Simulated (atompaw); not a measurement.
**What one change does to a pseudopotential (Nd (Z = 60), PAW (atompaw))**

```
Element                 : neodymium
Generator               : atompaw 4.2.0.5
Type                    : PAW
Functional              : LDA (PW92)
Relativity              : scalar-relativistic
Frozen core             : [Kr] 4d10 5s2
Valence charge          : 12
Reference configuration : 4f3 5p6 5d1 6s2 6p0
Partial waves           : 6s (bound): rc 3.00 bohr; 6s channel at 0.3 Ry: rc 3.00 bohr; 5p (bound): rc 2.00 bohr; 6p (bound, empty): rc 2.40 bohr; 5d (bound): rc 3.00 bohr; 5d channel at 2.5 Ry: rc 3.00 bohr; 4f (bound): rc 0.85 bohr; 4f channel at 1.2 Ry: rc 0.85 bohr
Local potential         : troulliermartins scheme with l = 4 at 0 Ry, radius 2.55 bohr
Core correction         : smooth core density matched at 2.35 bohr
Augmentation charge     : sinc compensation charge, radius 2.85 bohr; PAW radius 3.00 bohr; waves and projectors: custom rrkj vanderbiltortho
```

Change: wave 4f (bound): rc 0.85 bohr becomes 4f (bound): rc 2.00 bohr.

Cutoffs: the cutoffs (Ry, on a coarse ladder) from which the occupation-weighted sum of valence levels, in a spherical-Bessel basis at the reference potential, stays within 10 and 1 mRy of its value at 400 Ry; they do not see the model core or the augmentation charge, which bear on the density cutoff.

Question: What does the change do?

Answer: The potential gets softer (200 Ry and 300 Ry → 30 Ry and 50 Ry); both files keep a bound ghost (s).

| quantity | base | changed |
| --- | --- | --- |
| cutoff, loose | 200 Ry | 30 Ry |
| cutoff, tight | 300 Ry | 50 Ry |
| loose cutoff by channel (10 mRy a level) | s 6 Ry, p 15 Ry, d 8 Ry, f 180 Ry | s 6 Ry, p 15 Ry, d 8 Ry, f 30 Ry |
| bound ghosts | s | s |
| s: phases at 3.01 bohr within 0.05 rad from the reference energy up to (Ry; the scan ends near 5) | 2.4 | 2.4 |
| p: phases at 3.01 bohr within 0.05 rad from the reference energy up to (Ry; the scan ends near 5) | 4.0 | 4.0 |
| d: phases at 3.01 bohr within 0.05 rad from the reference energy up to (Ry; the scan ends near 5) | to the end of the scan | to the end of the scan |
| f: phases at 3.01 bohr within 0.05 rad from the reference energy up to (Ry; the scan ends near 5) | 4.5 | 4.8 |
| lowest overlap eigenvalue by channel | s 0.69, p 0.25, d 0.82, f 0.98 | s 0.69, p 0.25, d 0.82, f 0.12 |

 A true bound ghost makes a file unfit for plane-wave use even where its test errors are small: the radial tests pick states by their node count and pass the ghost by. The cutoffs see the waves, projectors and local potential, not the compensation charge or the core.
